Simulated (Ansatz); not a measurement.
Program: Ansatz. Geometries: PBE0-D4/def2-TZVP. ΔE: electronic, gas phase. CCSD(T)/CBS adds triple-zeta CCSD(T) − MP2 to the extrapolated MP2 energy (def2 sets, frozen cores). Each species was taken in one conformer, which may not be the lowest.

`N[SiH](O)[Si](N)(O)O` + `[SiH2]1[SiH2]S1` → `N[Si@H](O)[Si@H](N)O` + `O[SiH]1[SiH2]S1`  (redistribution)

```
             level  ΔE (kJ/mol)
SCS-MP2/def2-TZVPP         29.5
CCSD(T)/def2-TZVPP         31.9
    MP2/def2-QZVPP         30.2
SCS-MP2/def2-QZVPP         29.4
```

What does CCSD(T)/CBS give? (Estimate.)

Computed: +31.8 kJ/mol. The listed levels differ from it by -2.3, 0.1, -1.6, -2.4 kJ/mol.

Largest T1 diagnostic among the species: 0.014.

From PBE to PBE0 (25 % exact exchange), in def2-TZVPP and without D4, ΔE moves by +3.8 kJ/mol.
